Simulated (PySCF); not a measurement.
## A survey of $^{29}$Si NMR shifts

- geometry: GFN2-xTB
- shieldings: GIAO PBE0/pcSseg-1
- program: PySCF 2.14
- one averaged value for each set of equivalent atoms, one conformer, relativity neglected, isolated molecule

Shieldings were converted by a linear fit to measured shifts: $^{29}$Si: δ = 279.94 − 0.822σ (rms 8.9 ppm, 72 shifts, 25.8 ppm with the 6 outliers that the fit left out vs TMS, solution or neat liquid). Occasional misses reach two or three times the rms, and more in compound classes unlike the fitted ones.

Q: Give the $^{29}$Si shifts of `C[Si](C)(C)c1pc(F)cs1`, `CO[Si@](C)(O)S`, `[SiH3]O[SiH](O[SiH3])O[SiH3]`, `C[SiH2][C@@H]1C[C@@H]1N([SiH3])[SiH3]`, `C#Cc1nncc([SiH3])c1C`, `F[C@H]1C[C@H]([SiH2][SiH2]P)C1`.

A: 
| compound | environment | δ (ppm) |
| --- | --- | --- |
| C[Si](C)(C)c1pc(F)cs1 | silicon bonded to 4 C | -10.4 |
| CO[Si@](C)(O)S | silicon bonded to C, 2 O, S | -14.4 |
| [SiH3:1][O:2][SiH:3]([O:4][SiH3:5])[O:6][SiH3:7] | Si1/5/7: silicon bonded to O, 3 H (×3) | -42.3 |
| [SiH3:1][O:2][SiH:3]([O:4][SiH3:5])[O:6][SiH3:7] | Si3: silicon bonded to 3 O, H | -69.7 |
| [CH3:1][SiH2:2][C@@H:3]1[CH2:4][C@@H:5]1[N:6]([SiH3:7])[SiH3:8] | Si2: silicon bonded to 2 C, 2 H | -38.9 |
| [CH3:1][SiH2:2][C@@H:3]1[CH2:4][C@@H:5]1[N:6]([SiH3:7])[SiH3:8] | Si7/8: silicon bonded to N, 3 H (×2) | -49.0 |
| C#Cc1nncc([SiH3])c1C | silicon bonded to C, 3 H | -70.3 |
| [F:1][C@H:2]1[CH2:3][C@H:4]([SiH2:5][SiH2:6][PH2:7])[CH2:8]1 | Si5: silicon bonded to C, Si, 2 H | -55.1 |
| [F:1][C@H:2]1[CH2:3][C@H:4]([SiH2:5][SiH2:6][PH2:7])[CH2:8]1 | Si6: silicon bonded to P, Si, 2 H | -90.0 |
